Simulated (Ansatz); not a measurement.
Geometry optimisation, RKS PBE/def2-SVP (Ansatz).

Input:

```yaml
crystal:
  periodic: [false, false, false]
  atoms:
    - { symbol: W, position_ang: [0.221585, 0.293859, -0.35815] }
    - { symbol: F, position_ang: [-0.469919, -0.43256, 2.553385] }
    - { symbol: F, position_ang: [2.020332, 0.044328, -0.920643] }
    - { symbol: F, position_ang: [0.106133, 1.932615, -1.268018] }
    - { symbol: O, position_ang: [-1.416966, 0.537829, 0.480521] }
    - { symbol: H, position_ang: [-1.589294, 0.219504, 1.40052] }
    - { symbol: F, position_ang: [0.3211, -1.470518, 0.271738] }
    - { symbol: F, position_ang: [-0.350909, -0.428875, -1.994013] }
    - { symbol: O, position_ang: [1.125357, 1.160973, 1.117871] }
    - { symbol: H, position_ang: [2.077135, 1.331831, 0.971394] }
    - { symbol: H, position_ang: [0.140246, 0.212415, 2.841795] }
basis:
  gaussian: { orbitals: def2-SVP }
hamiltonian:
  xc: pbe
relax:
  f_tol: 0.03
  max_steps: 50
```

Command:

```bash
$ ansatz run input.yaml --threads 4 --pin off --max-ram 5120MiB --backend cpu --events-out ev --progress --plain --runs-dir out
```

Q: Where does it end, and by what steps?

A: The run converged. After 13 steps the energy has fallen by 0.600 eV; F2 moved furthest, 1.10 Å.

```json
{"step": "0", "energy less start (eV)": "0.0000", "largest force component (eV/Å)": "0.733", "accepted": "yes"}
{"step": "1", "energy less start (eV)": "-0.1631", "largest force component (eV/Å)": "1.028", "accepted": "yes"}
{"step": "2", "energy less start (eV)": "-0.1851", "largest force component (eV/Å)": "2.173", "accepted": "yes"}
{"step": "3", "energy less start (eV)": "-0.3661", "largest force component (eV/Å)": "1.044", "accepted": "yes"}
{"step": "4", "energy less start (eV)": "-0.4719", "largest force component (eV/Å)": "0.790", "accepted": "yes"}
{"step": "5", "energy less start (eV)": "-0.5285", "largest force component (eV/Å)": "0.782", "accepted": "yes"}
{"step": "6", "energy less start (eV)": "-0.5756", "largest force component (eV/Å)": "0.372", "accepted": "yes"}
{"step": "7", "energy less start (eV)": "-0.5556", "largest force component (eV/Å)": "0.385", "accepted": "no"}
{"step": "8", "energy less start (eV)": "-0.5901", "largest force component (eV/Å)": "0.079", "accepted": "yes"}
{"step": "9", "energy less start (eV)": "-0.5980", "largest force component (eV/Å)": "0.046", "accepted": "yes"}
{"step": "10", "energy less start (eV)": "-0.5756", "largest force component (eV/Å)": "0.744", "accepted": "no"}
{"step": "11", "energy less start (eV)": "-0.5995", "largest force component (eV/Å)": "0.166", "accepted": "yes"}
{"step": "12", "energy less start (eV)": "-0.6001", "largest force component (eV/Å)": "0.031", "accepted": "yes"}
{"step": "13", "energy less start (eV)": "-0.6002", "largest force component (eV/Å)": "0.014", "accepted": "yes"}
```

```xyz
11
Properties=species:S:1:pos:R:3
W 0.236 0.143 -0.491
F -0.770 0.563 2.898
F 2.038 0.405 -0.993
F -0.049 1.933 -0.977
O -1.256 0.040 0.556
H -1.337 0.210 1.576
F 0.661 -1.677 -0.320
F -0.482 -0.302 -2.160
O 1.036 0.621 1.273
H 1.994 0.813 1.294
H 0.114 0.653 2.439
```

Time of the run: 21 s on 4 threads of Intel(R) Xeon(R) Platinum 8488C (Sapphire Rapids), with other jobs on the host, peak memory 0.24 GiB.
